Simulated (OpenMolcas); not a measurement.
# Ionisation energies of hafnium

```json
{
  "Program": "OpenMolcas",
  "Basis": "ANO-R3 [9s7p7d4f3g1h]",
  "Scalar Hamiltonian": "X2C, finite nucleus",
  "Spin-orbit coupling": "state interaction with AMFI integrals over the reference wave functions, term energies averaged over their components"
}
```

Active shells in each charge state: the valence d, s shells, with orbitals averaged over the low states. Where CASPT2's correlated closed shells are named, they are those of the first ion.

A. CASSCF
B. SS-CASPT2, IPEA 0.25 Eh, imaginary shift 0.1 Eh (closed shells correlated: 5s 5p)
C. SS-CASPT2, IPEA 0.25 Eh, imaginary shift 0.1 Eh (closed shells correlated: 4f 5s 5p)
D. SS-CASPT2, IPEA 0 Eh, imaginary shift 0.1 Eh (closed shells correlated: 5s 5p)

Energies in eV between the lowest computed levels, named as in B; reference values from the NIST Atomic Spectra Database with their kind.

| From | To | A | B | C | D | Spin-orbit share in B | Reference |
| --- | --- | --- | --- | --- | --- | --- | --- |
| Hf 5d2 6s2 3F2 | Hf+ 5d 6s2 2D 3/2 | 5.704 | 6.687 | 6.845 | 6.807 | +0.124 | 6.825 (measured) |
| Hf+ 5d 6s2 2D 3/2 | Hf2+ 5d2 3F2 | 13.261 | 14.251 | 14.456 | 14.344 | -0.250 | 14.610 (theoretical) |

Other lowest levels: A, Hf 5d2 6s2 3F2 to 5d2 6s 4F 3/2; A, Hf+ 5d2 6s 4F 3/2 to 5d2 3F2.

Error against the reference values, in %:

```
From    Reference      A     B     C     D
  Hf     measured  -16.4  -2.0  +0.3  -0.3
 Hf+  theoretical   -9.2  -2.5  -1.1  -1.8
```

Absolute error against the one measured value: A 1.12 eV, B 0.14 eV, C 0.02 eV, D 0.02 eV.

The lowest level within the active space need not be the ion's true ground level.
